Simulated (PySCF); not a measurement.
Species: C₇H₈S.
SMILES: `SCC1=CC=CC=C1`

Torsions of this conformer, `[SH:1][CH2:2][c:3]1[cH:4][cH:5][cH:6][cH:7][cH:8]1`: S1–C2–C3–C4 -60°, H–S1–C2–C3 -54°.

The closed-shell ground state was solved at several levels (PySCF, density fitting, gas phase, non-relativistic). Isolated species at its PBE0-D3(BJ)/def2-SVP geometry (one conformer only).

```json
{"level": "PBE0/aug-cc-pVDZ", "basis functions": "260", "total energy (Eh)": "-669.3209", "HOMO (eV)": "-6.74", "LUMO (eV)": "-0.61", "gap (eV)": "6.13", "dipole (D)": "1.44"}
{"level": "PBE0/STO-3G", "basis functions": "52", "total energy (Eh)": "-661.6214", "HOMO (eV)": "-3.50", "LUMO (eV)": "2.62", "gap (eV)": "6.12", "dipole (D)": "0.76"}
{"level": "PBE0/6-31G", "basis functions": "92", "total energy (Eh)": "-669.1746", "HOMO (eV)": "-6.66", "LUMO (eV)": "-0.17", "gap (eV)": "6.49", "dipole (D)": "1.96"}
{"level": "BLYP/pcSseg-1", "basis functions": "183", "total energy (Eh)": "-669.5773", "HOMO (eV)": "-5.37", "LUMO (eV)": "-1.25", "gap (eV)": "4.12", "dipole (D)": "1.36"}
{"level": "wB97X-D/pcSseg-1", "basis functions": "183", "total energy (Eh)": "-669.5995", "HOMO (eV)": "-8.61", "LUMO (eV)": "1.17", "gap (eV)": "9.78", "dipole (D)": "1.55"}
```

Problem. Estimate the row for LDA/pcSseg-1, a basis of 183 functions; the other rows only guide the guess.

Solution. Total energy -665.8339 Eh, HOMO -5.68 eV, LUMO -1.67 eV, gap 4.01 eV, dipole 1.46 D.

Problem. Over all these levels, which gives the widest orbital gap and which the narrowest?

Solution. wB97X-D/pcSseg-1 (range-separated hybrid) has the widest, 9.78 eV, and LDA/pcSseg-1 (LDA) the narrowest, 4.01 eV. The two share the basis. From the narrowest to the widest the HOMO moves by -2.93 eV and the LUMO by +2.84 eV.

Problem. How much does the basis alone move the frontier levels among the 3 PBE0 rows?

Solution. The HOMO by 3.24 eV and the LUMO by 3.23 eV. By rising basis size (HOMO, LUMO in eV): STO-3G -3.50, 2.62; 6-31G -6.66, -0.17; aug-cc-pVDZ -6.74, -0.61.

Problem. How far do the dipole and the HOMO energy spread over the levels?

Solution. The dipole runs from 0.76 to 1.96 D (mean 1.42 D) and the HOMO from -8.61 to -3.50 eV.

The pairwise dispersion term of wB97X-D wasn't added to the energies; at a given geometry it leaves orbitals and properties as they are.
